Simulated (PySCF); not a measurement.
## What settings do to a single point of LaF3(NH3)

The sound run of LaF3(NH3) (singlet) uses PySCF 2.14.0, RKS BP86, La lcecp-1-SVP with ECP46, F def2-SVP, N def2-SVP, H def2-SVP; non-relativistic Hamiltonian with scalar-relativistic core potentials where named; density fitting; no spin-orbit coupling, grid (50, 194), threshold 1e-8 Eh and 55 cycles, at the relaxed geometry:

```xyz
8

La    0.1152   -0.1152    0.1152
F     1.2121    1.3854    1.2121
F    -1.3854   -1.2121    1.2121
F     1.2121   -1.2121   -1.3854
N    -1.4589    1.4589   -1.4589
H    -2.0808    2.0808   -0.9184
H    -0.9184    2.0808   -2.0808
H    -2.0808    0.9184   -2.0808
```

There La1 has a Mulliken charge of 1.08 e and the dipole about the centre of mass is 6.77 D. Each run below changes one thing and starts from free metal ions and neutral atoms unless it says otherwise; with 55 cycles, smearing, a level shift and second-order steps follow where DIIS fails, and their cycles count. Energy shifts count from the sound run. On f atoms grids over 110 angular points are at least (60, 302).

```json
{"change": "all coordinates × 0.94", "outcome": "converged", "cycles": "8", "energy shift (eV)": "0.91", "largest force component (eV/Å)": "2.17", "charge on La1 (e)": "0.99", "dipole about the centre of mass (D)": "6.34"}
{"change": "N5 put 0.8 Å from La1, limit 97 cycles", "outcome": "not converged", "cycles": "19", "energy shift (eV)": "–", "largest force component (eV/Å)": "–", "charge on La1 (e)": "–", "dipole about the centre of mass (D)": "–"}
```

(1) One further run converged with energy shift (eV) 0.0062, largest force component (eV/Å) 0.02, charge on La1 (e) 1.05, dipole about the centre of mass (D) 6.73. Which change was it?
A. start from the bare core Hamiltonian, limit 96 cycles
B. threshold 0.001
C. grid (40, 110)

(2) And the other changes listed?

Forces carry noise of the integration grid, about 0.01 to 0.03 eV/Å.

Answers

(1) B.

(2) 
```json
{"change": "grid (40, 110)", "outcome": "converged", "cycles": "8", "energy shift (eV)": "0.0098", "largest force component (eV/Å)": "0.24", "charge on La1 (e)": "1.08", "dipole about the centre of mass (D)": "6.76"}
{"change": "start from the bare core Hamiltonian, limit 96 cycles", "outcome": "converged", "cycles": "13", "energy shift (eV)": "0.0000", "largest force component (eV/Å)": "0.01", "charge on La1 (e)": "1.08", "dipole about the centre of mass (D)": "6.77"}
```
